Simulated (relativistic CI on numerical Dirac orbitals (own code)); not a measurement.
Calculated at this level of theory: Dirac-Coulomb-Breit CI, orbitals from a KLI potential per configuration, a model potential for QED, unscaled Slater integrals (own radial code, finite nucleus).

CI space (outside the closed core [Ar] 3d10): 4s²4p⁶4d, 4s²4p⁶4f, 4s²4p⁵4d², 4s4p⁶4d², 4s²4p⁵4d4f, 4s4p⁶4d4f, 4s²4p⁶5s, 4s²4p⁶5p, 4s²4p⁶5d, 4p⁶4d²4f, 4s²4p⁵4d5s, 4s²4p⁶5f, 4s²4p⁵4d5p, 4s4p⁶4f5s, 4s²4p⁶5g, 4s4p⁶4d5s, 4s²4p⁵4d5d, 4p⁶4d³, 4p⁵4d⁴, 4p⁵4d³4f, 4p⁶4d4f², 4p⁶4f³, 4p⁵4d²4f², 4p⁵4d4f³, 4p⁶4f²5s, 4s4p⁶4f², 4s4p⁵4f³, 4s4p⁶4f5p, 4s4p⁵4f²5p, 4p⁶4f²5p. Double excitations out of closed p, d and f shells are left out; levels of such configurations are missing from the list, as are those of other unlisted configurations, and high levels can miss mixing partners. These lack a partner that the ground configuration has and come out too high: 4s²4p⁵4d5s, 4s²4p⁵4d5p, 4s²4p⁵4d5d, 4s²4p⁶5d, 4s²4p⁶5f.

At this charge energies of transitions that change n are usually good to better than 1 %, and those within a shell (Δn = 0) to a few per cent.

Outline of the computed level scheme of Ir XLI. Lowest level of each configuration: 4s²4p⁶4d ²D3/2 at 0.000 eV; 4s²4p⁵4d² ⁴D°3/2 at 163.438 eV; 4s²4p⁶4f ²F°5/2 at 239.881 eV.

Some strong electric-dipole decays among the lowest 45 levels: 4s²4p⁵4d² ²D°3/2 → 4s²4p⁶4d ²D3/2 (4.7e+12 s⁻¹); 4s²4p⁵4d² ²D°5/2 → 4s²4p⁶4d ²D5/2 (3.7e+12 s⁻¹); 4s²4p⁵4d² ²P°1/2 → 4s²4p⁶4d ²D3/2 (2.4e+12 s⁻¹); 4s²4p⁵4d² ²F°7/2 → 4s²4p⁶4d ²D5/2 (2.3e+12 s⁻¹); 4s²4p⁵4d² ²P°3/2 → 4s²4p⁶4d ²D5/2 (2.0e+12 s⁻¹); 4s²4p⁵4d² ²F°5/2 → 4s²4p⁶4d ²D3/2 (1.4e+12 s⁻¹); 4s²4p⁶4f ²F°5/2 → 4s²4p⁶4d ²D3/2 (1.3e+12 s⁻¹); 4s²4p⁵4d² ²P°3/2 → 4s²4p⁶4d ²D5/2 (8.6e+11 s⁻¹).

LS names give the leading component of a level, which can be under half, so a name can repeat, a term be missing and a line seem to break the LS rules.
